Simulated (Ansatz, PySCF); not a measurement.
This PySCF input computes a B3LYP/def2-TZVPD energy:

```python
from pyscf import gto, scf, dft

mol = gto.M(
    atom='''
    Sn    0.02705705   -0.00874175   -0.00653606
    O     1.83072166   -0.59148011   -0.44223963
    F    -0.75924037   -0.37420131    1.63564268
    F    -1.01838471    0.94852667   -1.20622937
    ''',
    basis='def2-tzvpd',
    ecp='def2-tzvp',
    charge=1,
    spin=1,
    verbose=4,
)

mf = dft.UKS(mol, xc='b3lyp').density_fit(auxbasis='def2-universal-jkfit')
mf.grids.level = 3
mf.conv_tol = 1e-9
mf.max_cycle = 100
mf.max_memory = 1500
mf.kernel()
if not mf.converged:
    mf = mf.newton()
    mf.kernel(mf.make_rdm1())
for _ in range(2):
    mo, _, stable, _ = mf.stability(return_status=True)
    if stable:
        break
    mf.kernel(mf.make_rdm1(mo, mf.mo_occ))
mf.analyze()
```

Q: Write an input for the same energy in Ansatz (a quantum-chemistry and plane-wave program) and say what it gives.

A: 
Ansatz 0.2 input:
```yaml
crystal:
  periodic: [false, false, false]
  atoms:
    - {symbol: Sn, position_ang: [0.02705705, -0.00874175, -0.00653606]}
    - {symbol: O, position_ang: [1.83072166, -0.59148011, -0.44223963]}
    - {symbol: F, position_ang: [-0.75924037, -0.37420131, 1.63564268]}
    - {symbol: F, position_ang: [-1.01838471, 0.94852667, -1.20622937]}
basis:
  gaussian:
    orbitals: def2-TZVPD
hamiltonian:
  xc: {name: B3LYP}
total_charge: 1
magnetization: {spin_polarized: true, initial_magnetization: 1}
output: {forces: true}
```
It gives -489.01490 Eh, and PySCF -489.01494 Eh, a difference of 0.04 mEh, from the treatment of integrals and grids.
